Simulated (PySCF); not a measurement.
A calculated (PBE0, PySCF 2.14, cc-pVDZ-X2C, scalar relativity by spin-free X2C-1e) atom or ion has these occupied shells.

```
shell  electrons  orbital energy (eV)  rms radius, mean of both spins (bohr)
 1s α          1             -38785.5                                 0.0286
 1s β          1             -38785.5                                 0.0286
 2s α          1              -6208.3                                  0.116
 2s β          1              -6208.3                                  0.116
 2p α          3              -5569.4                                  0.104
 2p β          3              -5569.4                                  0.104
 3s α          1              -1345.9                                  0.304
 3s β          1              -1345.8                                  0.304
 3p α          3              -1139.9                                  0.304
 3p β          3              -1139.9                                  0.304
 3d α          5              -841.17                                  0.282
 3d β          5              -841.13                                  0.282
 4s α          1              -282.62                                  0.695
 4s β          1              -282.55                                  0.695
 4p α          3              -214.74                                  0.738
 4p β          3              -214.67                                  0.738
 4d α          5              -115.03                                  0.827
 4d β          5              -114.96                                  0.827
 5s α          1              -48.698                                   1.65
 5s β          1              -48.245                                   1.65
 5p α          3              -31.195                                   1.90
 5p β          3              -30.553                                   1.90
 5d α          1              -10.900                                   2.90
 6p α          1               -6.833                                   5.29
```

**Question.** Name the element and its charge.

**Answer.** La⁺ (lanthanum, charge +1), in [Xe] 5d1 6p1, one real determinant (an excited configuration).
